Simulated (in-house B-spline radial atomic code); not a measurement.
A fraction x of an electron is removed from 4d in Sm³⁺, starting from [Xe] 4f5 and keeping the highest spin. Computed with a B-spline radial code for spherical atoms: scalar-relativistic (X2C) PBE0, spin-polarised, spherical fractional occupations, Fermi nucleus of rms radius 5.0819 fm.

Caution: exact exchange at fractional occupations of open shells leaves self-interaction of up to several eV.

```
   x  E(x) - E(0) (eV)  4d down level (eV)
   0            0.0000            -161.899
0.11           17.9229            -163.977
0.21           34.4161            -165.891
0.36           59.5178            -168.805
0.41           67.9825            -169.787
 0.5                 ?                   ?
0.54                 ?                   ?
 0.7          118.0571            -175.582
0.77          130.3976            -177.006
0.93          158.9808            -180.292
   1          171.6520            -181.744
```

Q: What belongs in the row x = 0.5?

A: An energy change of 83.3434 eV; 4d down at -171.568 eV.

Q: What belongs in the row x = 0.54?

A: An energy change of 90.2220 eV; 4d down at -172.364 eV.

Q: Check Janak's theorem between x = 0.11 and 0.21.

A: The slope of the energy is 164.93 eV; the orbital levels give 164.93 eV (-ε of the emptying orbital, averaged over the two points).
